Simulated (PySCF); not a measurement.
SMILES [c]1cc[nH]c1 (C₄H₄N), doublet (PBE0/def2-SVP optimised geometry):

```
9

C      0.623     1.128     0.000
C      1.110    -0.153     0.000
N      0.002    -0.964    -0.001
C     -1.137    -0.212     0.000
C     -0.784     1.128     0.000
H      2.121    -0.553     0.000
H      0.024    -1.975    -0.001
H     -2.121    -0.678     0.000
H     -1.467     1.975     0.000
```

Method: unrestricted PBE0/def2-TZVP in PySCF.

**Question.** What are the frontier orbital energies (α orbitals alone; a β orbital can be the lowest empty one) and the dipole moment?

**Answer.** HOMO-2 -7.63 eV, HOMO-1 -7.31 eV, HOMO -6.30 eV, LUMO 0.85 eV, LUMO+1 1.07 eV; dipole moment 2.61 D.

Meta-Löwdin charges at PBE0/def2-TZVP: C1 -0.07, C2 -0.13, N3 -0.16, C4 -0.10, C5 -0.21, H6 0.14, H7 0.26, H8 0.13, H9 0.14.
